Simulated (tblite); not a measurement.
Compound: C₄H₈NOSi₂ (doublet state).
Bonds: O1–C2 (double), C2–C3, C3–C4 (triple), C4–Si5, Si5–N6, N6–C7, C7–Si8. Hydrogens: H9 on C2; H10, H11 on Si5; H12, H13 on C7; H14, H15, H16 on Si8.
Bond orders are those of one Lewis drawing.

Computed with GFN2-xTB (tblite), gas phase: L-BFGS steps from a force-field or distance-geometry start until the largest atomic force falls under 0.01 eV/Å.

Step 160: E = -624.4428 eV
```
atom  x, y, z in Å  |  force x, y, z in eV/Å
O1     -4.3164    2.0003    0.6586    0.023  -0.035   0.007
C2     -3.6848    1.1118    1.1728   -0.002   0.055  -0.012
C3     -2.6507    0.3535    0.5515    0.012  -0.010  -0.024
C4     -1.7770   -0.2852    0.0102   -0.031   0.010   0.001
Si5    -0.4511   -1.3019   -0.8168    0.005  -0.004   0.014
N6      0.8488   -1.2018    0.2581    0.036  -0.002  -0.018
C7      2.1595   -0.8919    0.0879   -0.006   0.024   0.004
Si8     2.3442    1.0286    0.4952   -0.035   0.018   0.018
H9     -3.8687    0.8061    2.2248    0.010  -0.027  -0.004
H10    -0.3042   -0.8025   -2.1926   -0.002   0.034   0.000
H11    -0.8838   -2.7024   -0.8314   -0.020  -0.023   0.026
H12     2.7924   -1.3885    0.8324   -0.021   0.008  -0.002
H13     2.5751   -1.0317   -0.9202    0.014   0.018   0.032
H14     1.6975    1.2900    1.7761    0.000  -0.033  -0.026
H15     1.7255    1.7504   -0.6144   -0.006  -0.014   0.017
H16     3.7863    1.2744    0.5636    0.023  -0.020  -0.032
```

Step 161: E = -624.4432 eV
```
atom  x, y, z in Å  |  force x, y, z in eV/Å
O1     -4.3280    1.9931    0.6574   -0.032   0.037  -0.042
C2     -3.6951    1.1056    1.1692    0.042   0.015   0.034
C3     -2.6562    0.3539    0.5490   -0.020  -0.003  -0.016
C4     -1.7832   -0.2833    0.0060    0.015  -0.012  -0.021
Si5    -0.4510   -1.2957   -0.8158   -0.007   0.008   0.012
N6      0.8436   -1.1918    0.2645   -0.011  -0.012   0.000
C7      2.1556   -0.8906    0.0936    0.008   0.014   0.005
Si8     2.3547    1.0270    0.4948   -0.008   0.054  -0.002
H9     -3.8796    0.7970    2.2197    0.008  -0.039   0.012
H10    -0.2944   -0.7976   -2.1905   -0.005   0.039  -0.007
H11    -0.8844   -2.6952   -0.8340   -0.020  -0.041   0.026
H12     2.7838   -1.3879    0.8400    0.003  -0.005   0.020
H13     2.5691   -1.0393   -0.9127    0.034   0.022  -0.001
H14     1.7387    1.2932    1.7893   -0.008  -0.034  -0.019
H15     1.7190    1.7538   -0.6023   -0.010  -0.019   0.022
H16     3.7998    1.2668    0.5278    0.010  -0.024  -0.024
```

Step 162: E = -624.4435 eV
```
atom  x, y, z in Å  |  force x, y, z in eV/Å
O1     -4.3288    1.9930    0.6585   -0.018   0.021  -0.028
C2     -3.6947    1.1059    1.1696    0.033   0.018   0.020
C3     -2.6560    0.3543    0.5480   -0.022   0.000  -0.014
C4     -1.7842   -0.2838    0.0042    0.013  -0.008  -0.017
Si5    -0.4514   -1.2963   -0.8164   -0.007   0.003   0.003
N6      0.8426   -1.1912    0.2649   -0.004  -0.009  -0.004
C7      2.1547   -0.8893    0.0945    0.006   0.001   0.005
Si8     2.3542    1.0282    0.4953    0.015   0.038  -0.005
H9     -3.8785    0.7956    2.2200    0.008  -0.032   0.008
H10    -0.2930   -0.7978   -2.1913   -0.008   0.034   0.002
H11    -0.8844   -2.6964   -0.8346   -0.017  -0.029   0.026
H12     2.7822   -1.3872    0.8414    0.002   0.000   0.019
H13     2.5697   -1.0392   -0.9113    0.027   0.026   0.004
H14     1.7402    1.2943    1.7898   -0.011  -0.030  -0.007
H15     1.7190    1.7551   -0.6007   -0.018  -0.010   0.010
H16     3.8007    1.2637    0.5242    0.002  -0.021  -0.020
```

Step 163: E = -624.4442 eV
```
atom  x, y, z in Å  |  force x, y, z in eV/Å
O1     -4.3273    1.9977    0.6543    0.024  -0.027   0.020
C2     -3.6953    1.1085    1.1665   -0.004   0.023  -0.014
C3     -2.6570    0.3555    0.5450   -0.040   0.020   0.004
C4     -1.7868   -0.2859    0.0027    0.024  -0.012  -0.021
Si5    -0.4516   -1.2983   -0.8135   -0.002  -0.009  -0.012
N6      0.8416   -1.1888    0.2688    0.006  -0.005  -0.018
C7      2.1535   -0.8864    0.0943    0.008  -0.029   0.009
Si8     2.3536    1.0307    0.4980    0.068   0.006  -0.009
H9     -3.8842    0.7914    2.2150    0.010  -0.005  -0.019
H10    -0.2878   -0.8003   -2.1891   -0.014   0.027   0.017
H11    -0.8831   -2.7003   -0.8322   -0.010  -0.006   0.027
H12     2.7827   -1.3864    0.8396   -0.007   0.019   0.009
H13     2.5676   -1.0379   -0.9126    0.008   0.037   0.022
H14     1.7584    1.2875    1.8028   -0.010  -0.023  -0.002
H15     1.7046    1.7631   -0.5847   -0.029  -0.002  -0.003
H16     3.8035    1.2589    0.5012   -0.032  -0.013  -0.010
```

Task: Estimate the geometry and energy of step 164. (The exact step hangs on the optimiser's Hessian estimate; all steps are aligned on step 163, rigid shifts and turns removed.)

Result: E = -624.4446 eV, largest force 0.093 eV/Å
```
atom  x, y, z in Å  |  force x, y, z in eV/Å
O1     -4.3121    2.0067    0.6588    0.041  -0.043   0.041
C2     -3.6829    1.1134    1.1684   -0.024   0.018  -0.036
C3     -2.6516    0.3547    0.5424   -0.023   0.021  -0.004
C4     -1.7860   -0.2895   -0.0044    0.017  -0.003  -0.013
Si5    -0.4514   -1.3051   -0.8184   -0.007  -0.021  -0.024
N6      0.8405   -1.1949    0.2649    0.018   0.002  -0.014
C7      2.1516   -0.8851    0.0953   -0.011  -0.026   0.005
Si8     2.3433    1.0337    0.5004    0.089  -0.023  -0.014
H9     -3.8712    0.7931    2.2162    0.008   0.008  -0.018
H10    -0.2840   -0.8092   -2.1948   -0.019   0.022   0.026
H11    -0.8862   -2.7070   -0.8334   -0.003   0.011   0.025
H12     2.7793   -1.3830    0.8428    0.003   0.019   0.014
H13     2.5701   -1.0348   -0.9100    0.006   0.040   0.021
H14     1.7498    1.2834    1.8061   -0.018  -0.017   0.017
H15     1.6903    1.7658   -0.5785   -0.040   0.006  -0.019
H16     3.7928    1.2668    0.5005   -0.037  -0.013  -0.008
```

The energy changes by -0.0004 eV. The first-order estimate −F·Δx gives -0.0006 eV and the mean of the old and new forces, exact on a quadratic surface, -0.0004 eV. The step makes an angle of 85° with the force vector and moves no atom by more than 0.018 Å.

The cost below is that of the whole relaxation. On Arm Neoverse V1, one thread, no GPU, on a shared host, this took 2.1 s of wall time.
